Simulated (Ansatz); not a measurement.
Saddle point of SiH2Cl3F, closed shell (SiHCl₂F ([F][SiH]([Cl])[Cl]) + HCl → SiHCl₃ ([Cl][SiH]([Cl])[Cl]) + HF; bonds formed: Si1–Cl7, F2–H6; bonds broken: Si1–F2, H6–Cl7), PBE0-D4/def2-TZVP structure:

```xyz
7
angstrom
Si -0.5161 0.0294 0.0260
F 0.7577 -1.0791 0.7742
Cl -1.4309 0.6349 -1.7166
Cl -0.5047 1.5445 1.3723
H -1.4784 -1.0087 0.4220
H 1.5586 -0.5819 0.1216
Cl 1.6137 0.4610 -0.9996
```

Energies are electronic, without zero-point energy. Barriers and step energies count from the start structure reached by relaxing down the imaginary mode; all methods use the PBE0-D4 structures, on which another method's saddle can fall below an end. Ansatz 0.2.0; basis: def2-TZVPP, with def2-QZVPP for the basis limit; cores frozen in the correlated methods. B3LYP uses VWN-RPA correlation. Extrapolation: Hartree–Fock as exp(−7.88 √X), correlation as X^−2.97.

| method | barrier (kcal/mol) | step energy (kcal/mol) |
| --- | --- | --- |
| SPW92 | ? | 8.64 |
| PBE-D4 | 33.79 | 8.59 |
| BLYP-D4 | ? | 11.07 |
| r2SCAN-D4 | 38.34 | 10.99 |
| B97M-V | 43.73 | 12.20 |
| PBE0-D4 | 38.74 | 9.05 |
| B3LYP-D4 | 42.81 | 11.44 |
| r2SCAN0-D4 | 41.43 | 10.77 |
| BHLYP-D4 | 48.37 | 12.27 |
| CAM-B3LYP-D4 | 44.03 | 12.87 |
| wB97X-V | 42.83 | 11.24 |
| wB97M-V | 41.01 | 10.81 |
| B2PLYP | 44.53 | 12.01 |
| PBE-QIDH | ? | 9.89 |
| RPA on PBE | 45.32 | 12.70 |
| HF | 63.50 | 15.22 |
| MP2 | 42.74 | 10.26 |
| CCSD | 48.95 | 12.49 |
| CCSD(T) | 45.53 | 11.76 |

Question: Fill in the withheld barriers. (Judge from chemistry; the value comes from the calculation.)

Answer: By the calculation: SPW92 25.39; PBE-QIDH 42.34; BLYP-D4 39.33 kcal/mol. Each is the energy of the saddle less that of the start structure, by the same method.

For comparison, the barrier by CCSD(T) at an estimated basis limit (MP2 extrapolated from triple and quadruple zeta, plus CCSD(T) − MP2 in triple zeta) is 44.03 kcal/mol.

The T1 diagnostic stays at or below 0.011.

Labels in which every atom is bracketed show which atoms are joined, not bond orders.

For scale, one of the runs: CCSD(T)/def2-TZVPP, 227 basis functions, launched by `ansatz run in.yaml --threads 4 --pin off --events-out ev --progress --plain --max-ram 9574MiB`. Time: 3.6 min of wall clock on 4 CPU threads of an AMD EPYC; the host was shared. Peak host memory: 3.4 GiB.
